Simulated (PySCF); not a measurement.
Au²⁺ (gold, charge +2): BP86 calculation

Configuration: [Xe] 4f14 5d9, 2D determinant. Computed with PySCF 2.14 in aug-cc-pVTZ-PP with ECP60MDF, with scalar relativity through the core potential.

| Quantity | Value |
| --- | --- |
| Total energy | -134.7074 hartree |
| One-electron energy | -224.1920 hartree |
| Hartree (Coulomb) energy | 101.8046 hartree |
| Exchange-correlation energy | -12.3200 hartree |
| ⟨S²⟩ | 0.7590 |
| ⟨L²⟩ | 6.051 |
| Sum of ⟨r⟩ | 22.12 bohr |
| Sum of ⟨r²⟩ | 33.71 bohr² |
| Traceless quadrupole moment −½Σ⟨3z² − r²⟩ along its main axis | -0.478 e·bohr² |

```json
{"shell": "5s α", "electrons": "1", "mean orbital energy (eV)": "-129.73", "spread (eV)": "0", "rms radius, mean of both spins (bohr)": "0.994"}
{"shell": "5s β", "electrons": "1", "mean orbital energy (eV)": "-129.11", "spread (eV)": "0", "rms radius, mean of both spins (bohr)": "0.994"}
{"shell": "5p α", "electrons": "3", "mean orbital energy (eV)": "-81.813", "spread (eV)": "1.333", "rms radius, mean of both spins (bohr)": "1.15"}
{"shell": "5p β", "electrons": "3", "mean orbital energy (eV)": "-81.098", "spread (eV)": "0.555", "rms radius, mean of both spins (bohr)": "1.15"}
{"shell": "5d α", "electrons": "5", "mean orbital energy (eV)": "-27.809", "spread (eV)": "1.563", "rms radius, mean of both spins (bohr)": "1.63"}
{"shell": "5d β", "electrons": "4", "mean orbital energy (eV)": "-27.117", "spread (eV)": "0.770", "rms radius, mean of both spins (bohr)": "1.63"}
```

Energies and moments cover only the electrons outside the core potential. Spin-orbit coupling, absent here, splits the open shell strongly.
